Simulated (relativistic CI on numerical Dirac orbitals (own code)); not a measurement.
## Re⁵⁷⁺: sensitivity of the levels to the model

Base calculation: Dirac-Coulomb-Breit CI, separate exchange-only KLI orbitals for each configuration, QED by a radiative potential, unscaled Slater integrals.

Configuration list (outside the closed core [Ne]): 3s²3p⁶, 3s²3p⁵3d, 3s3p⁶3d, 3s²3p⁵4s, 3s²3p⁵4p, 3s²3p⁵4d, 3s3p⁶4s, 3p⁶3d4p, 3s²3p⁵4f, 3s3p⁶4p, 3s3p⁶4d, 3s3p⁶4f, 3s²3p⁵5s, 3s²3p⁵5p, 3s²3p⁵5d, 3s²3p⁵5f, 3s²3p⁵5g, 3s3p⁶5s, 3s3p⁶5p, 3s3p⁶5d, 3s3p⁶5f, 3p⁶3d², 3p⁵3d³, 3p⁵3d²4s, 3p⁵3d²4p, 3p⁵3d²4d, 3p⁶3d4s, 3p⁵3d4s², 3p⁵3d4s4p, 3p⁵3d4s4d, 3p⁶4s², 3p⁵4s²4p, 3p⁵4s²4d. Double excitations out of closed p, d and f shells are left out; levels of such configurations are missing from the list, as are those of other unlisted configurations, and high levels can miss mixing partners. These lack a partner that the ground configuration has and come out too high: 3s²3p⁵4f, 3s²3p⁵5s, 3s²3p⁵5p, 3s²3p⁵5d, 3s²3p⁵5f.

The lowest level and the first level of each name with at least 55 % of one term (blank where a level has no safe partner in the second run):

| Level | Base (eV) | Shift (eV) |
| --- | --- | --- |
| 3s²3p⁶ ¹S0 | 0.00 | 0.00 |
| 3s²3p⁵3d ³P°0 | 241.34 | -0.21 |
| 3s²3p⁵3d ³P°1 | 253.04 | -0.21 |
| 3s²3p⁵3d ³F°3 | 257.09 | -0.11 |
| 3s²3p⁵3d ³F°4 | 332.92 | -0.04 |
| 3s²3p⁵3d ³D°3 | 350.37 | -0.21 |
| 3s²3p⁵3d ³F°2 | 620.98 | -0.09 |
| 3s3p⁶3d ³D1 | 845.95 | -0.06 |
| 3s3p⁶3d ³D2 | 852.93 | -0.05 |
| 3s3p⁶3d ³D3 | 929.20 | -0.07 |
| 3s3p⁶3d ¹D2 | 943.78 | 0.00 |
| 3p⁶3d² ³F2 | 1709.41 | -0.43 |
| 3p⁶3d² ³P0 | 1734.60 | -0.41 |
| 3p⁶3d² ³F3 | 1788.61 | -0.33 |
| 3p⁶3d² ¹G4 | 1803.22 | -0.36 |
| 3p⁶3d² ³P1 | 1805.31 | -0.32 |
| 3p⁶3d² ³F4 | 1876.72 | -0.35 |
| 3p⁶3d² ¹S0 | 1912.24 | -0.55 |
| 3p⁵3d³ ³I°7 | 2121.79 | -0.51 |

At this charge energies of transitions that change n are usually good to better than 1 %, and those within a shell (Δn = 0) to a few per cent.

Question: One thing was changed in a second run, which moved the levels as shown. Which?
A. configuration mixing switched off
B. QED terms removed
C. Breit term removed

Answer: A. Configuration mixing switched off. Without mixing, levels that were pushed by configurations of the same parity and J return to their single-configuration places.

LS names give the leading component of a level, which can be under half, so a name can repeat, a term be missing and a line seem to break the LS rules.
